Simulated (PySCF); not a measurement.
Al(Cl)(OH)2 (AlClH2O2), SMILES [OH][Al]([Cl])[OH]. Coordinates come from a PBE0-D3(BJ)/def2-SVP optimisation. The values are those of a single conformer.

Give the equilibrium geometry at PBE0-D3(BJ)/def2-SVP (PySCF confirms it by a frequency run) as a Z-matrix, and its point group. (An estimate is asked for; the answer gives what the named calculation found.)

Several could match; the one computed here: point group Cs.
```
Al
O 1 1.6874
H 2 0.9583 1 124.33
O 1 1.6912 2 120.82 3 0.00
H 4 0.9581 1 125.50 2 180.00
Cl 1 2.0895 2 117.57 3 180.00
```
